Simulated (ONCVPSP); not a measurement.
What one change does to a pseudopotential (Ti, ONCV)

```json
{
  "Element": "titanium",
  "Generator": "ONCVPSP 4.0.1",
  "Type": "optimised norm-conserving Vanderbilt (ONCV)",
  "Functional": "Wu-Cohen",
  "Relativity": "scalar-relativistic",
  "Frozen core": "[Ar]",
  "Valence charge": "4",
  "Reference configuration": "3d2 4s2",
  "Partial waves": "4s: rc 2.70 bohr, ncon 5, nbas 8, qcut 2.3 1/bohr, 2 projectors, debl 1.6 Ha; p scattering state at 0.06 Ha: rc 2.55 bohr, ncon 3, nbas 6, qcut 2.8 1/bohr, 2 projectors, debl 0.7 Ha; 3d: rc 2.25 bohr, ncon 4, nbas 9, qcut 6.9 1/bohr, 2 projectors, debl 3.9 Ha",
  "Local potential": "polynomial inside 1.75 bohr (lpopt 5, dvloc0 1 Ha)",
  "Core correction": "none"
}
```

In the p channel the program set the typed energies aside and used 0.050, 0.750 Ha.

All-electron outer shells of the reference configuration (Wu-Cohen, scalar-relativistic, ld1.x):

| shell | level (eV) | outermost node (bohr) | outermost maximum (bohr) |
| --- | --- | --- | --- |
| 3p | -38.80 | 0.37 | 0.90 |
| 4s | -4.49 | 1.24 | 2.92 |
| 3d | -4.28 | – | 0.98 |

Change: s: qcut 1.9.

Cutoffs: the cutoffs (Ha) at which the residual kinetic energy of the hardest occupied pseudo-wave falls to 1 and 0.1 mHa per electron; they do not see the model core or the augmentation charge, which bear on the density cutoff. Errors are all-electron minus pseudo energies relative to the spin-unpolarised reference configuration.

Q: How do hardness, ghosts and transferability respond?

A: The potential gets neither clearly harder nor softer (18 Ha and 21 Ha → 18 Ha and 21 Ha); the d channel sets the loose cutoff, while the largest relative change is in s, which becomes harder; of the 4 tests that both files solve, the error grows in 1 and shrinks in 0 by more than 15 % and 0.3 meV (median size 25.8 → 25.6 meV); neither file shows a bound ghost.

| quantity | base | changed |
| --- | --- | --- |
| cutoff, loose | 18 Ha | 18 Ha |
| cutoff, tight | 21 Ha | 21 Ha |
| loose cutoff by channel | s 2.7 Ha, d 18 Ha | s 4.2 Ha, d 18 Ha |
| bound ghosts | none | none |
| GHOST(+) flags under 300 eV | s at 42.0 eV | s at 44.6 eV |
| error for 3d2 4s1, meV [ΔE 7.37 eV] | -16 | -16 |
| error for 3d2 4s0, meV [ΔE 20.78 eV] | +36 | +35 |
| error for 3d1 4s0, meV [ΔE 47.71 eV] | +384 | +367 |
| error for 3d2 4s0 4p1, meV [ΔE 11.15 eV] | -3.3 | -3.9 |
| s: phases at 2.74 bohr within 0.05 rad from the reference energy up to (Ha; the scan ends near 5) | 2.1 | 1.6 |
| p: phases at 2.58 bohr within 0.05 rad from the reference energy up to (Ha; the scan ends near 5) | 1.5 | 1.5 |
| d: phases at 2.28 bohr within 0.05 rad from the reference energy up to (Ha; the scan ends near 5) | 0.7 | 0.7 |
